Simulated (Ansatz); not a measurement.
C8H16 can be A, `C=C(C)C(CC)CC`, or B, `C[C@@H]1CCCC[C@H]1C`.

Program: Ansatz. Geometries: PBE0-D4/def2-TZVP. ΔE: electronic, gas phase. CBS: MP2 limit from def2 TZ/QZ plus the TZ coupled-cluster correction, frozen cores. DFT in def2-TZVPP. B3LYP here is the variant with VWN-RPA as its local correlation; programs differ in this. Each species was taken in one conformer, which may not be the lowest.

Problem. Which isomer does CCSD(T)/CBS put lower? Give the gap. (Best estimate.)

Solution. Ansatz gave: B, by 71.7 kJ/mol.

Problem. Give E(B) − E(A) in kJ/mol with PBE0-D4, HF/def2-TZVPP, CCSD(T)/def2-TZVPP, MP2/def2-TZVPP, CCSD/def2-TZVPP, B3LYP, B2PLYP. (Best estimate.)

Solution. Ansatz gave: PBE0-D4 -82.4, HF/def2-TZVPP -56.8, CCSD(T)/def2-TZVPP -72.2, MP2/def2-TZVPP -78.7, CCSD/def2-TZVPP -73.9, B3LYP -51.6, B2PLYP -61.1. None reverses the order clearly.

Largest T1 diagnostic: 0.009.

The D4 term adds −7.0 kJ/mol with B3LYP and −3.3 kJ/mol with PBE0; it sums over pairs of atoms, weighted by their polarisabilities, and B3LYP, whose exchange is more repulsive, gets the larger term. From PBE to PBE0 (25 % exact exchange), in def2-TZVPP and without D4, E(B) − E(A) moves by −13.7 kJ/mol.
